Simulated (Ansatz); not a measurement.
Reaction (redistribution): `C#[C][In]([F])[Cl]` + `[SiH3][N]([SiH3])[GaH2]` → `[F][In]([Cl])[N]([SiH3])[SiH3]` + `C#[C][GaH2]`

Calculated with Ansatz (gas phase, PBE0-D4/def2-TZVP geometries, no zero-point term in ΔE). CCSD(T)/CBS is the MP2 limit (def2-TZVPP, def2-QZVPP) plus CCSD(T) − MP2 in def2-TZVPP, frozen cores. DFT in def2-TZVPP. def2 core potentials past Kr. For Ga, In outer-core shells are correlated without core-valence functions, which leaves a few kJ/mol of doubt a bond. Scalar relativity is left out up to krypton. One conformer a species, not always the lowest.

Is it downhill or uphill in electronic energy at CCSD(T)/CBS, and by how much? (An estimate is asked.)

The calculation gave: Uphill: ΔE = +19.8 kJ/mol.

What do these levels give: revPBE-D4, PBE0-D4, B2PLYP, LC-ωPBE, MP2/def2-SVP, CCSD(T)/def2-SVP, HF/def2-TZVPP, CCSD(T)/def2-TZVPP, HF/def2-QZVPP, MP2/def2-QZVPP, HF/CBS(def2), MP2/CBS(def2)? (Best estimate.)

Computed: revPBE-D4 26.6, PBE0-D4 25.7, B2PLYP 24.4, LC-ωPBE 26.8, MP2/def2-SVP 23.6, CCSD(T)/def2-SVP 24.8, HF/def2-TZVPP 24.1, CCSD(T)/def2-TZVPP 26.0, HF/def2-QZVPP 23.4, MP2/def2-QZVPP 21.1, HF/CBS(def2) 23.3, MP2/CBS(def2) 18.7 kJ/mol.

Largest T1 diagnostic among the species: 0.015.

At CCSD(T), def2-SVP lies +5.0 kJ/mol from the extrapolated value and def2-TZVPP +6.2 kJ/mol. Leaving LDA and LC-ωPBE aside and taking each functional with its dispersion term where it has one, the values, not all of them listed here, spread over 3.7 kJ/mol, from B97M-V to revPBE-D4. LDA lies +4.3 kJ/mol from PBE without D4.
